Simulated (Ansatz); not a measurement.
Cost and result for the atomization energy of C$_{3}$H$_{9}$GaS$_{2}$ (`C[CH](C)[Ga]([SH])[SH]`) (15 atoms, 14 bonds).

```csv
atom,x (Å),y (Å),z (Å)
C1,0.549,-1.330,-1.053
C2,0.379,-0.557,0.252
C3,1.573,0.339,0.545
Ga4,-1.332,0.439,0.250
S5,-1.526,2.589,0.719
S6,-3.221,-0.581,-0.266
H7,1.457,-1.944,-1.021
H8,0.648,-0.657,-1.910
H9,-0.292,-1.997,-1.255
H10,0.273,-1.281,1.070
H11,1.702,1.104,-0.228
H12,2.499,-0.245,0.574
H13,1.481,0.852,1.506
H14,-0.209,2.754,0.929
H15,-3.980,0.516,-0.111
```

The species carries charge 0 and has multiplicity 1. Correlated methods include outer-core shells of Ga, which these sets cover unevenly. Scalar relativity is left out up to krypton. The structure was optimised at the PBE0-D4/def2-TZVP level. It is one conformer, not always the lowest. Program: Ansatz. All runs use 2 threads of an AMD EPYC 7R13 on a shared host and a share of an NVIDIA H100 80 GB. Times are those of one run each, without the atoms' runs, and a repeat can differ threefold. Electronic energies, without spin–orbit coupling; frozen cores. CCSD(T)/CBS adds CCSD(T) − MP2 in def2-TZVPP to the MP2 limit, and its time is that of the two runs behind it. T1 = 0.012. With those shells the extrapolation isn't a true limit.

CCSD(T)/CBS is a level of theory with its own doubt, some kJ/mol a heavy atom from the limit and from the frozen cores, so smaller differences don't rank the functionals.

```
                             level  functions  wall time
                  CCSD(T)/def2-SVP        155      1.9 s
                PBE0-D4/def2-TZVPP        351      2.5 s
                BLYP-D4/def2-TZVPP        351      2.6 s
              revPBE-D4/def2-TZVPP        351      3.2 s
r2SCAN-D4/def2-TZVPP (with forces)        351      3.2 s
             r2SCANh-D4/def2-TZVPP        351      3.2 s
                 B2PLYP/def2-TZVPP        351      3.2 s
            LDA (SPW92)/def2-TZVPP        351      3.4 s
               BHLYP-D4/def2-TZVPP        351      4.3 s
           CAM-B3LYP-D4/def2-TZVPP        351        5 s
                CCSD(T)/def2-TZVPP        351      8.5 s
                    MP2/def2-QZVPP        670       10 s
                 CCSD(T)/CBS(def2)          –       19 s
```

Task: What atomization energy does each give, and how far from CCSD(T)/CBS? (Estimate.)

Result: The calculation gave: 
```
                             level  atomization (kcal/mol)  difference from CCSD(T)/CBS  per bond
                  CCSD(T)/def2-SVP                  1212.5                        -65.0      -4.6
                PBE0-D4/def2-TZVPP                  1280.2                          2.7       0.2
                BLYP-D4/def2-TZVPP                  1260.2                        -17.3      -1.2
              revPBE-D4/def2-TZVPP                  1265.8                        -11.7      -0.8
r2SCAN-D4/def2-TZVPP (with forces)                  1280.8                          3.3       0.2
             r2SCANh-D4/def2-TZVPP                  1275.5                         -2.0      -0.1
                 B2PLYP/def2-TZVPP                  1256.4                        -21.1      -1.5
            LDA (SPW92)/def2-TZVPP                  1448.0                        170.5      12.2
               BHLYP-D4/def2-TZVPP                  1243.7                        -33.8      -2.4
           CAM-B3LYP-D4/def2-TZVPP                  1273.0                         -4.5      -0.3
                CCSD(T)/def2-TZVPP                  1248.6                        -28.9      -2.1
                    MP2/def2-QZVPP                  1278.5                          1.0       0.1
                 CCSD(T)/CBS(def2)                  1277.5                          0.0       0.0
```

The D4 term adds +15.6 kcal/mol with B3LYP and +8.4 kcal/mol with PBE0; it sums over pairs of atoms, weighted by their polarisabilities, and B3LYP, whose exchange is more repulsive, gets the larger term. From BLYP to BHLYP (50 % exact exchange), in def2-TZVPP and without D4, the atomization energy moves by −9.0 kcal/mol: exact exchange takes away binding that semilocal exchange gives to molecules. In def2-TZVPP, CCSD(T) changes the Hartree–Fock value by +303.8 kcal/mol (the triples alone add +18.1 kcal/mol) and MP2 by +317.0 kcal/mol; breaking electron pairs costs correlation energy, which Hartree–Fock lacks.

B3LYP here is the variant with VWN-RPA as its local correlation; programs differ in this.
